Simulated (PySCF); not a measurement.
Dipole moment and polarisability of `C/C=P/c1cccs1`

C6H7PS.
Cartesian coordinates in Å at the GFN2-xTB level; atoms count from 1:
```xyz
15
C6H7PS angstrom
C      3.365   -0.163   -0.285
C      1.882   -0.054   -0.260
P      0.967   -0.352    1.113
C     -0.711   -0.062    0.520
C     -1.823   -0.190    1.311
C     -3.028    0.086    0.637
C     -2.827    0.422   -0.663
S     -1.167    0.410   -1.095
H      3.756   -0.455    0.688
H      3.679   -0.900   -1.026
H      3.810    0.791   -0.573
H      1.412    0.233   -1.194
H     -1.767   -0.475    2.347
H     -3.999    0.036    1.097
H     -3.553    0.679   -1.409
```

Level: B3LYP/def2-SVPD (PySCF), static field, nuclei fixed, core orbitals frozen in the response. The polarisability tensor in these axes (au):

```
x   174.68  -5.62  -8.84
y    -5.62  74.95 -10.02
z    -8.84 -10.02 111.44
```

Q: Diagonalise the tensor; give its mean and Δα, where Δα² is half the sum of the squared differences of the eigenvalues.

A: Principal values 71.80, 113.20 and 176.07 au; mean 120.36 au = 17.84 Å³ = 19.84 × 10⁻⁴⁰ C²·m²/J; Δα = 90.93 au (76 % of the mean).

Q: What is the dipole moment, and where does it point?

A: (-0.47, 0.23, -0.72) D, 0.89 D in size, pointing from the negative to the positive side. Measured along this direction, the outermost atoms are H9 at the negative end and H15 at the positive end.

Q: Refractivity n − 1 of an ideal gas of it at 350 K and 1 atm, from the electronic α?

A: N = p/kT = 2.0968 × 10¹⁹ cm⁻³, so n − 1 = 2π × N × 17.84 × 10⁻²⁴ cm³ = 2350 × 10⁻⁶ at long wavelengths, for an ideal gas.

Q: Find the Langevin capture rate constant for NO+ (29.998 u) meeting this molecule (142.001 u), k = 2.342 × 10⁻⁹ cm³/s × √(α in Å³ / reduced mass in u).

A: The reduced mass is 24.77 u, so k = 1.99 × 10⁻⁹ cm³/s. The formula leaves out the permanent dipole, which adds to the capture rate.

Q: Estimate the molar refractivity from the static electronic polarisability.

A: Lorentz–Lorenz: R = (4π/3)N_A α = 2.5225 cm³/(mol·Å³) × 17.84 Å³ = 45.0 cm³/mol, in the limit of long wavelengths.

Q: Rayleigh depolarisation ratio (linearly polarised light, static tensor)?

A: ρ = 3Δα²/(45ᾱ² + 4Δα²) = 24806.7/(651861 + 33075.6) = 0.0362.

Q: Along which axes do the principal values lie, and how far do the nuclei extend along each?

A: Largest value along (0.99, -0.04, -0.13), where the nuclei span 7.92 Å; middle along (0.11, -0.27, 0.96), 4.10 Å; least along (0.07, 0.96, 0.26), 1.76 Å. The response follows the extents in order.

One conformer (not necessarily the lowest) at the GFN2-xTB geometry, without solvent, vibrations or thermal averaging.
